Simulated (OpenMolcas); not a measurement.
**Ce3+: moving or changing the point charges**

Ce3+ among 8 point charges of -1 e arranged as a square antiprism (D4d), 2.45 Å from the ion.

| Item | Value |
| --- | --- |
| Program | OpenMolcas 26.06 |
| Method | CASSCF |
| Basis | ANO-RCC-VTZP [8s7p5d3f2g1h] |
| Scalar Hamiltonian | DKH2, point nucleus |
| Active space | 1 electron in 7 orbitals (4f) |
| State averaging | 2S+1 = 2 odd, 7 roots |
| Spin-orbit coupling | state interaction with AMFI integrals over the reference wave functions |

Runs around this geometry, states. Energies in cm-1 above the lowest state or level, χT in cm3 K/mol.

| R (Å) | q (e) | Ground state | First state of that spin | First gap with spin-orbit (degeneracies) | Width of lowest J | χT at 300 K |
| --- | --- | --- | --- | --- | --- | --- |
| 2.45 | -0.5 | 2S+1 = 2 | 61.9 | 197.6 (2, 2) | 257 | 0.791 |
| 2.45 | -1 | 2S+1 = 2 | 129.2 | 384.5 (2, 2) | 518 | 0.731 |
| 2.59 | -1 | 2S+1 = 2 | 110.0 | 309.6 (2, 2) | 434 | 0.756 |
| 2.85 | -1 | 2S+1 = 2 | 81.3 | 212.2 (2, 2) | 320 | 0.785 |

Taking the width of the lowest J multiplet as R^-n, n = -ln(320 / 518) / ln(2.85 / 2.45) = 3.2 between the shortest and longest distance.

Scaling the charges by -0.5 / -1 = 0.50 scales the width of the lowest J multiplet by 257 / 518 = 0.50; with fixed orbitals a first-order splitting would follow the charge.

Point charges carry no covalency, so the field is a model and not that of real ligands. An unlabelled pair can be two single states that coincide in this model. No measured value stands beside these numbers.

A state without a sure symmetry label is named by its multiplicity alone.
